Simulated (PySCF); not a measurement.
ReO₂Cl, SMILES [Re](=[O])(=[O])[Cl] (connectivity only; charge and spin as stated), neutral, multiplicity 3. Atoms are numbered in the order given.

```xyz
4

Re     0.0000     0.0000     0.2388
O      0.0000     1.5087     1.0606
O      0.0000    -1.5087     1.0606
Cl     0.0000     0.0000    -2.0517
```
Charge 0, spin multiplicity 3.

The structure is a stationary point at PBE-D3(BJ)/def2-SVP. The spin state was assumed, not searched. The def2 effective core potentials stand for the cores of Re; spin–orbit coupling is left out.

Computed with ωB97X/def2-TZVPD (PySCF).

Mulliken values depend strongly on the basis, most of all with diffuse functions as here. ESP charges are fitted to the potential on shells at 1.4 to 2.0 van der Waals radii. Atomic charges (e):

```json
[
 {"atom": "Re1", "Mulliken": "1.37", "ESP fit": "?", "Mulliken spin": "1.79"},
 {"atom": "O2", "Mulliken": "-0.50", "ESP fit": "?", "Mulliken spin": "0.06"},
 {"atom": "O3", "Mulliken": "-0.50", "ESP fit": "?", "Mulliken spin": "0.06"},
 {"atom": "Cl4", "Mulliken": "-0.37", "ESP fit": "?", "Mulliken spin": "0.08"}
]
```

### Question
Fill in the missing entries. (Estimate from the structure and the level; the computed values follow.)

### Answer

- Re1, ESP fit: 0.91
- O2, ESP fit: -0.36
- O3, ESP fit: -0.36
- Cl4, ESP fit: -0.19
